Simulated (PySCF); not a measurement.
C$_{4}$H$_{10}$Cd, charge +1, doublet, at a GFN2-xTB geometry (such geometries of metal compounds can be far from the true shape) (a state made from the parent by changing its charge; the spin is typed, not shown lowest) (core potentials on Cd); DF-BLYP/def2-SVP (PySCF).

Here is a job for PySCF.
```python
from pyscf import gto, scf, dft

mol = gto.M(
    atom='''
Cd   -0.561247   -0.262609   -0.182826
C    -0.029129   -0.971702    1.926261
C     1.412635   -0.641024    2.153161
H    -0.237724   -2.041477    1.916783
H    -0.714713   -0.414699    2.566947
H     1.605860    0.435462    2.113534
H     2.076665   -1.176700    1.467848
H     1.682613   -0.967543    3.164518
C     0.209651    1.110028   -1.842718
C     1.356591    1.885549   -1.274661
H    -0.650682    1.726546   -2.104225
H     0.494693    0.424488   -2.642035
H     2.191287    1.241761   -0.980490
H     1.054216    2.528716   -0.442272
H     1.739157    2.551569   -2.057229
''',
    basis='def2-svp',
    ecp={'Cd': 'def2-svp'},
    charge=1,
    spin=1,
    verbose=4,
    symmetry=True,
)

mf = dft.UKS(mol)
mf.xc = 'blyp'
mf = mf.density_fit(auxbasis='def2-universal-jkfit')
mf.kernel()
mf.analyze()
```

Q: Write the output that PySCF gives for this input, abridged.

A: 
```
PySCF version 2.14.0

[INPUT] verbose = 4
[INPUT] num. atoms = 15
[INPUT] num. electrons = 53
[INPUT] charge = 1
[INPUT] spin (= nelec alpha-beta = 2S) = 1
[INPUT] symmetry True subgroup None
[INPUT] Mole.unit = angstrom
[INPUT] Symbol           X                Y                Z      unit          X                Y                Z       unit  Magmom
[...]
nuclear repulsion = 237.888756358397
point group symmetry = C1
symmetry origin: [0. 0. 0.]
symmetry axis x: [1. 0. 0.]
symmetry axis y: [0. 1. 0.]
symmetry axis z: [0. 0. 1.]
num. orbitals of irrep A = 137
number of shells = 65
number of NR pGTOs = 223
number of NR cGTOs = 137
basis = def2-svp
ecp = {'Cd': 'def2-svp'}

******** <class 'pyscf.df.df_jk.DFUKS'> ********
method = DFUKS
initial guess = minao
damping factor = 0
level_shift factor = 0
DIIS = <class 'pyscf.scf.diis.CDIIS'>
diis_start_cycle = 1
diis_space = 8
diis_damp = 0
SCF conv_tol = 1e-09
SCF conv_tol_grad = None
SCF max_cycles = 50
direct_scf = False
number electrons alpha = 27  beta = 26
XC library pyscf.dft.libxc version 7.1.2
    S. Lehtola, C. Steigemann, M. J. T. Oliveira, and M. A. L. Marques,  SoftwareX 7, 1–5 (2018)
XC functionals = blyp
    A. D. Becke,  Phys. Rev. A 38, 3098 (1988)
    C. Lee, W. Yang, and R. G. Parr,  Phys. Rev. B 37, 785 (1988)
    B. Miehlich, A. Savin, H. Stoll, and H. Preuss,  Chem. Phys. Lett. 157, 200 (1989)
radial grids:
    Treutler-Ahlrichs [JCP 102, 346 (1995); DOI:10.1063/1.469408] (M4) radial grids

becke partition: Becke, JCP 88, 2547 (1988); DOI:10.1063/1.454033
pruning grids: <function nwchem_prune>
grids dens level: 3
symmetrized grids: True
atomic radii adjust function: <function treutler_atomic_radii_adjust>
small_rho_cutoff = 0
Set gradient conv threshold to 3.16228e-05
tot grids = 176944
init E= -311.83038168208

cycle= 1 E= -324.067341978562  delta_E= -12.2  |g|= 1.57  |ddm|= 4.43
cycle= 2 E= -287.35424850095  delta_E= 36.7  |g|= 4.63  |ddm|= 22.2
cycle= 3 E= -324.960254957332  delta_E= -37.6  |g|= 0.972  |ddm|=   22
cycle= 4 E= -325.308578470676  delta_E= -0.348  |g|= 0.747  |ddm|= 1.93
cycle= 5 E= -325.576104355391  delta_E= -0.268  |g|= 0.155  |ddm|= 0.834
cycle= 6 E= -325.531756824899  delta_E= 0.0443  |g|= 0.291  |ddm|= 0.617
cycle= 7 E= -325.591130740179  delta_E= -0.0594  |g|= 0.0342  |ddm|= 0.451
cycle= 8 E= -325.591770487273  delta_E= -0.00064  |g|= 0.0136  |ddm|= 0.0563
cycle= 9 E= -325.591859444904  delta_E= -8.9e-05  |g|= 0.00533  |ddm|= 0.0175
cycle= 10 E= -325.591874988488  delta_E= -1.55e-05  |g|= 0.00128  |ddm|= 0.00837
cycle= 11 E= -325.591876003667  delta_E= -1.02e-06  |g|= 0.000437  |ddm|= 0.00251
cycle= 12 E= -325.591876084112  delta_E= -8.04e-08  |g|= 0.000254  |ddm|= 0.000761
cycle= 13 E= -325.591876128142  delta_E= -4.4e-08  |g|= 7.02e-05  |ddm|= 0.000404
cycle= 14 E= -325.59187613069  delta_E= -2.55e-09  |g|= 2.66e-05  |ddm|= 0.000123
cycle= 15 E= -325.591876131004  delta_E= -3.15e-10  |g|= 9.95e-06  |ddm|= 3.83e-05
Extra cycle  E= -325.591876130884  delta_E= 1.21e-10  |g|= 1.75e-05  |ddm|= 2.97e-05
converged SCF energy = -325.591876130884  <S^2> = 0.75927435  2S+1 = 2.0092529
**** SCF Summaries ****
Total Energy =                        -325.591876130883861
Nuclear Repulsion Energy =             237.888756358396989
One-electron Energy =                 -970.216950116278326
Two-electron Energy =                  406.736317626997447
Two-electron Coulomb Energy =          447.102622196075060
DFT Exchange-Correlation Energy =      -40.366304569077627
**** MO energy ****
                             alpha | beta                alpha | beta
[...]
spin_pop of  0 Cd 4s       -0.00010
spin_pop of  0 Cd 5s       -0.08288
spin_pop of  0 Cd 6s       -0.00030
spin_pop of  0 Cd 7s       -0.00014
spin_pop of  0 Cd 8s       -0.00041
spin_pop of  0 Cd 4px       0.00124
spin_pop of  0 Cd 4py       0.00039
spin_pop of  0 Cd 4pz       0.00783
spin_pop of  0 Cd 5px       0.00586
spin_pop of  0 Cd 5py       0.00001
spin_pop of  0 Cd 5pz       0.00085
[...]
spin_pop of  0 Cd 4f+3      0.00000
spin_pop of  1 C 1s       -0.00000
spin_pop of  1 C 2s        0.02888
spin_pop of  1 C 3s        0.00451
spin_pop of  1 C 2px       0.02154
spin_pop of  1 C 2py       0.04709
spin_pop of  1 C 2pz       0.35282
spin_pop of  1 C 3px       0.00191
spin_pop of  1 C 3py       0.00031
spin_pop of  1 C 3pz       0.00681
spin_pop of  1 C 3dxy      0.00005
spin_pop of  1 C 3dyz      0.00004
spin_pop of  1 C 3dz^2     0.00029
spin_pop of  1 C 3dxz      0.00024
spin_pop of  1 C 3dx2-y2   -0.00001
spin_pop of  2 C 1s       -0.00000
spin_pop of  2 C 2s       -0.00254
spin_pop of  2 C 3s        0.00009
spin_pop of  2 C 2px      -0.00620
spin_pop of  2 C 2py       0.00021
spin_pop of  2 C 2pz       0.01278
spin_pop of  2 C 3px       0.00012
spin_pop of  2 C 3py       0.00010
spin_pop of  2 C 3pz       0.00026
spin_pop of  2 C 3dxy      0.00000
spin_pop of  2 C 3dyz      0.00001
spin_pop of  2 C 3dz^2     0.00005
spin_pop of  2 C 3dxz      0.00009
spin_pop of  2 C 3dx2-y2   -0.00000
spin_pop of  3 H 1s       -0.00302
spin_pop of  3 H 2s        0.00098
spin_pop of  3 H 2px       0.00001
spin_pop of  3 H 2py      -0.00003
spin_pop of  3 H 2pz       0.00002
spin_pop of  4 H 1s       -0.00390
spin_pop of  4 H 2s        0.00083
spin_pop of  4 H 2px       0.00002
spin_pop of  4 H 2py       0.00004
spin_pop of  4 H 2pz      -0.00007
spin_pop of  5 H 1s        0.00624
spin_pop of  5 H 2s        0.00005
spin_pop of  5 H 2px       0.00000
spin_pop of  5 H 2py       0.00001
spin_pop of  5 H 2pz       0.00001
spin_pop of  6 H 1s        0.00589
spin_pop of  6 H 2s        0.00005
spin_pop of  6 H 2px       0.00001
spin_pop of  6 H 2py       0.00001
spin_pop of  6 H 2pz      -0.00001
spin_pop of  7 H 1s        0.04444
spin_pop of  7 H 2s        0.00034
spin_pop of  7 H 2px      -0.00002
spin_pop of  7 H 2py       0.00001
spin_pop of  7 H 2pz       0.00005
spin_pop of  8 C 1s       -0.00000
spin_pop of  8 C 2s        0.02897
spin_pop of  8 C 3s        0.00395
spin_pop of  8 C 2px       0.04440
spin_pop of  8 C 2py       0.14282
spin_pop of  8 C 2pz       0.23310
spin_pop of  8 C 3px       0.00252
spin_pop of  8 C 3py       0.00412
spin_pop of  8 C 3pz       0.00188
spin_pop of  8 C 3dxy      0.00011
spin_pop of  8 C 3dyz      0.00022
spin_pop of  8 C 3dz^2    -0.00001
spin_pop of  8 C 3dxz      0.00018
spin_pop of  8 C 3dx2-y2    0.00006
spin_pop of  9 C 1s       -0.00000
spin_pop of  9 C 2s       -0.00256
spin_pop of  9 C 3s        0.00011
spin_pop of  9 C 2px      -0.00334
spin_pop of  9 C 2py       0.00320
spin_pop of  9 C 2pz       0.00659
spin_pop of  9 C 3px       0.00011
spin_pop of  9 C 3py       0.00014
spin_pop of  9 C 3pz       0.00022
spin_pop of  9 C 3dxy      0.00007
spin_pop of  9 C 3dyz      0.00007
spin_pop of  9 C 3dz^2    -0.00001
spin_pop of  9 C 3dxz      0.00005
spin_pop of  9 C 3dx2-y2    0.00000
spin_pop of  10 H 1s       -0.00320
spin_pop of  10 H 2s        0.00083
spin_pop of  10 H 2px       0.00005
spin_pop of  10 H 2py      -0.00004
spin_pop of  10 H 2pz      -0.00001
spin_pop of  11 H 1s       -0.00367
spin_pop of  11 H 2s        0.00083
spin_pop of  11 H 2px      -0.00000
spin_pop of  11 H 2py       0.00008
spin_pop of  11 H 2pz      -0.00008
spin_pop of  12 H 1s        0.00583
spin_pop of  12 H 2s        0.00005
spin_pop of  12 H 2px       0.00002
spin_pop of  12 H 2py      -0.00000
spin_pop of  12 H 2pz       0.00000
spin_pop of  13 H 1s        0.00589
spin_pop of  13 H 2s        0.00003
spin_pop of  13 H 2px       0.00000
spin_pop of  13 H 2py       0.00002
spin_pop of  13 H 2pz      -0.00001
spin_pop of  14 H 1s        0.04453
spin_pop of  14 H 2s        0.00034
spin_pop of  14 H 2px      -0.00001
spin_pop of  14 H 2py       0.00000
spin_pop of  14 H 2pz       0.00006
In total            27.00000 | 26.00000

WARN: System has nonzero charge 1; the dipole moment is origin-dependent.
Location of origin: [0. 0. 0.]

Dipole moment(X, Y, Z, Debye):  0.57593,  0.27670,  0.19008
```
